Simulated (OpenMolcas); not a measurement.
## Tm2+ in cubic eightfold coordination: ligands and hosts compared

| Item | Value |
| --- | --- |
| Program | OpenMolcas 26.06 |
| Method | SS-CASPT2, IPEA 0.25 Eh, imaginary shift 0.1 Eh |
| Active space | 13 electrons in 7 orbitals (4f) |
| Spin-orbit coupling | state interaction with AMFI integrals over the reference wave functions |

Distances were set from a Shannon-type radius of the metal (high-spin where two are listed) plus a fixed donor radius (Cl 1.76, F 1.31, O 1.38 Å), in hosts weighted 0.65 to 0.35 with the host's distance in the model lattice. Anionic complexes are neutralised by point charges, and hosts are embedded clusters. Ligand basis ANO-RCC-VDZP. States (labels of O, the rotations of Oh). Energies in cm-1 above the lowest state or level, χT in cm3 K/mol.

```json
{"Ligand or host": "Cl", "R (Å)": "2.92", "Metal basis": "ANO-RCC-VDZP", "Outer charge (e at Å behind ligand)": "0.75 at 3.2", "Ground state": "2A2", "First state of that spin": "2T1 150", "First gap with spin-orbit (degeneracies)": "76 (2, 2)", "Width of lowest J": "98", "χT at 300 K": "2.557"}
{"Ligand or host": "BaF2", "R (Å)": "2.545", "Metal basis": "ANO-RCC-VDZP", "Outer charge (e at Å behind ligand)": "", "Ground state": "2A2", "First state of that spin": "2T2 380", "First gap with spin-orbit (degeneracies)": "250 (2, 4)", "Width of lowest J": "298", "χT at 300 K": "2.461"}
{"Ligand or host": "F", "R (Å)": "2.47", "Metal basis": "ANO-RCC-VDZP", "Outer charge (e at Å behind ligand)": "0.75 at 2.4", "Ground state": "2A2", "First state of that spin": "2T2 450", "First gap with spin-orbit (degeneracies)": "290 (2, 4)", "Width of lowest J": "328", "χT at 300 K": "2.427"}
{"Ligand or host": "O", "R (Å)": "2.54", "Metal basis": "ANO-RCC-VDZP", "Outer charge (e at Å behind ligand)": "1.8 at 2.6", "Ground state": "2A2", "First state of that spin": "2T2 350", "First gap with spin-orbit (degeneracies)": "260 (2, 4)", "Width of lowest J": "351", "χT at 300 K": "2.446"}
{"Ligand or host": "SrF2", "R (Å)": "2.484", "Metal basis": "ANO-RCC-VDZP", "Outer charge (e at Å behind ligand)": "", "Ground state": "2A2", "First state of that spin": "2T2 500", "First gap with spin-orbit (degeneracies)": "320 (2, 4)", "Width of lowest J": "360", "χT at 300 K": "2.396"}
{"Ligand or host": "CaF2", "R (Å)": "2.433", "Metal basis": "ANO-RCC-VDZP", "Outer charge (e at Å behind ligand)": "", "Ground state": "2A2", "First state of that spin": "2T2 650", "First gap with spin-orbit (degeneracies)": "410 (2, 4)", "Width of lowest J": "449", "χT at 300 K": "2.293"}
```

The rows also differ in their outer charges, so part of each step comes from that.

The width of the lowest J multiplet rises in the order Cl < BaF2 < F < O < SrF2 < CaF2, by a factor of 4.58 from first to last.

Roots that are degenerate in the reference are averaged as groups; the widest CASPT2 spread within a group is 55 cm-1 (the 3-fold group of multiplicity 2 near 652 cm-1 above the lowest state of its run, CaF2). Shifts and gaps below about the spread of the groups concerned are not significant. Over all roots computed the reference weight is 0.58 in Cl, 0.64 in BaF2, 0.62 in F, 0.55 in O, 0.65 in SrF2, 0.65 in CaF2; a low but even weight reflects the number of correlated electrons. Splittings of an f shell from a small cluster at a set distance can be off by tens of per cent, mostly too small. The oxide ions are held by bare point charges, a crude embedding (holds for O). No measured value stands beside these numbers; the geometry was imposed, not optimised, and the real ion may take another.
